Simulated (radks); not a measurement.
The nuclear charge of neutral mercury is varied continuously with 80 electrons held in [Hg]. Method: Dirac Kohn-Sham, PBE, spin-unpolarised, spherical densities, point nucleus; computed with a radial shooting solver on a logarithmic mesh with Libxc functionals. By the Hellmann-Feynman theorem dE/dZ = E(electron-nucleus)/Z, the electronic potential at the nucleus.

\begin{tabular}{lrrrrr}
Z & E (hartree) & E(electron-nucleus)/Z (hartree) & HOMO & e(HOMO) (eV) & <r> HOMO (bohr) \\ \hline
79.8 & -19538.3599 & -617.719 & 6s1/2 & -5.165 & 2.780 \\
79.9 & -19600.1944 & -618.972 & 6s1/2 & -5.986 & 2.738 \\
80 & -19662.1543 & -620.225 & 6s1/2 & -6.829 & 2.697 \\
80.1 & -19724.2395 & -621.480 & 6s1/2 & -7.693 & 2.660 \\
80.2 & -19786.4503 & -622.735 & 6s1/2 & -8.577 & 2.624 \\
80.3 & -19848.7867 & -623.992 & 6s1/2 & -9.481 & 2.590 \\
80.4 & -19911.2487 & -625.249 & 6s1/2 & -10.404 & 2.557 \\
80.5 & -19973.8365 & -626.507 & 6s1/2 & -11.344 & 2.526 \\
80.6 & -20036.5502 & -627.766 & 6s1/2 & -12.303 & 2.496 \\
80.7 & -20099.3898 & -629.027 & 6s1/2 & -13.280 & 2.468 \\
80.8 & -20162.3556 & -630.288 & 6s1/2 & -14.274 & 2.441 \\
80.9 & -20225.4474 & -631.550 & 6s1/2 & -15.284 & 2.414 \\
81 & -20288.6656 & -632.813 & 6s1/2 & -16.311 & 2.389 \\
\end{tabular}

The central difference of E at Z = 80 is -620.226 hartree, to compare with the third column; the second derivative is -12.5 hartree.
